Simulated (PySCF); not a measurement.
Ionisation energy of Sn+ by level of theory

Sn+ [Kr] 4d10 5s2 5p1 (2P) → Sn(2+) [Kr] 4d10 5s2 (1S), as a difference of total energies. All numbers are calculated (PySCF 2.14, scalar relativity through the core potential, in def2-SVP with the def2 core potential (28 electrons) (4s4p2d, 26 functions)). Correlated levels: valence: 4s2 4p6 4d10 frozen. The calculations carry no spin-orbit coupling.

```
           method  ionisation energy (eV)  error (eV)
              UHF                  13.718      -0.564
           M06-2X                  14.114      -0.168
            M06-L                  13.867      -0.415
    MP2 (valence)                  13.852      -0.430
SCS-MP2 (valence)                  13.835      -0.447
   CCSD (valence)                  13.921      -0.361
CCSD(T) (valence)                  13.931      -0.351
```

Reference: 14.282 eV (measured; NIST levels, between the centres of gravity of the two terms).

Errors of the correlated levels include the incompleteness of this basis and the frozen core.
